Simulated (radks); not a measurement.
Polarisability of the praseodymium ion Pr+, [Xe] 4f3 6s1, at imaginary frequency. Calculated with a radial shooting solver on a logarithmic mesh with Libxc functionals: scalar-relativistic Kohn-Sham, LB94 model potential, spin-unpolarised, spherical densities, finite nucleus; Fermi nuclear charge, rms radius 4.8919 fm. Response by self-consistent Sternheimer equations with the Hartree and adiabatic LDA kernel, the relativistic mass of each level held fixed and spin-orbit coupling left out.

w (hartree),alpha1(iw) (bohr^3)
0.00266,65.86
0.0143,65.26
0.0360,62.17
0.0697,54.10
0.118,41.38
0.186,28.50
0.280,19.00
0.413,12.97
0.605,9.050
0.892,6.169
1.35,3.879
2.12,2.158
3.59,1.031
6.94,0.3851
17.5,0.08524

Static values: alpha1 = 65.88 bohr^3 (9.762 angstrom^3; uncoupled 107.2). C6 = 575.0, triple-dipole C9 = 25600 atomic units. One-pole (London) frequency 4 C6 / (3 alpha1^2) = 0.177 hartree, against 0.435 for minus the highest occupied eigenvalue.
